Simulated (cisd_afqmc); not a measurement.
Input (AFQMC/CISD/def2-SVP; cisd_afqmc is a phaseless AFQMC code with CISD trial states that reads the integrals written by Ansatz):

Ansatz 0.2 input:
```python
import cisd_afqmc

open("ham.yaml", "w").write("""\
crystal:
  periodic: [false, false, false]
  atoms:
    - {symbol: Mg, position_ang: [0.00000000, 0.00000000, 0.00000000]}
    - {symbol: F, position_ang: [0.00000000, 0.00000000, 1.75105467]}
    - {symbol: F, position_ang: [-0.00000000, -0.00000000, -1.75105467]}
basis:
  gaussian:
    orbitals: def2-SVP
magnetization: {spin_polarized: false}
correlation: {method: ccsd, electrons: outside_noble_gas, hamiltonian_folder: ham}
""")
rep = cisd_afqmc.ansatz("ham.yaml")
e_ccsd = rep["correlation"]["coupled_cluster"]["energy"]["hartree"]
out = cisd_afqmc.run("ham", e_ccsd, trial="CISD", walkers=200, populations=8, threads=8, dt=0.005, steps=40, early=24, settle=10, least=32,
    cut=5e-5, rank_cut=2e-4, target=0.0004, seconds=1500, seed=1, memory=17280, gpu=False)
```

Output:

```
orbitals 39, occupied [8], factors 184 of 406, rank of the doubles 95 of 248
E(HF) = -398.384006
E(CCSD) on the cut factors = -398.796225, shift to the whole factors 0.000003
Energy of the trial state on the determinant = -398.796304
  tau behind 7.2 of longer steps, mean of the populations' last blocks
   2.0  -398.80232
   4.0  -398.80240
   6.0  -398.80281
   8.0  -398.80209
blocks 334 (0 outliers left out), error by blocks joined: 1: 0.00020, 2: 0.00023, 4: 0.00025, 8: 0.00025, 16: 0.00026
E(AFQMC/CISD) = -398.80260 +/- 0.00026
```
